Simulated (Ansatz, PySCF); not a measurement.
This PySCF input computes a PBE0/def2-TZVPD energy:

```python
from pyscf import gto, scf, dft

mol = gto.M(
    atom='''
    In    0.00159931    0.17590734   -0.07020517
    F    -1.01139460   -1.50660082    0.36526912
    F     0.01735285    1.90863551   -0.76174243
    F     0.98533441   -1.35975244    0.77870148
    ''',
    basis='def2-tzvpd',
    ecp='def2-tzvp',
    charge=1,
    spin=1,
    verbose=4,
)

mf = dft.UKS(mol, xc='pbe0').density_fit(auxbasis='def2-universal-jkfit')
mf.grids.level = 3
mf.conv_tol = 1e-9
mf.max_cycle = 100
mf.max_memory = 1500
mf.kernel()
if not mf.converged:
    mf = mf.newton()
    mf.kernel(mf.make_rdm1())
for _ in range(2):
    mo, _, stable, _ = mf.stability(return_status=True)
    if stable:
        break
    mf.kernel(mf.make_rdm1(mo, mf.mo_occ))
mf.analyze()
```

Q: Write an input for the same energy in Ansatz (a program for electronic structure) and say what it gives.

A: 
Ansatz 0.2 input:
```yaml
crystal:
  periodic: [false, false, false]
  atoms:
    - {symbol: In, position_ang: [0.00159931, 0.17590734, -0.07020517]}
    - {symbol: F, position_ang: [-1.01139460, -1.50660082, 0.36526912]}
    - {symbol: F, position_ang: [0.01735285, 1.90863551, -0.76174243]}
    - {symbol: F, position_ang: [0.98533441, -1.35975244, 0.77870148]}
basis:
  gaussian:
    orbitals: def2-TZVPD
hamiltonian:
  xc: {name: PBE0}
total_charge: 1
magnetization: {spin_polarized: true, initial_magnetization: 1}
output: {forces: true}
```
It gives -489.12335 Eh, and PySCF -489.12337 Eh, a difference of 0.02 mEh, from the treatment of integrals and grids.
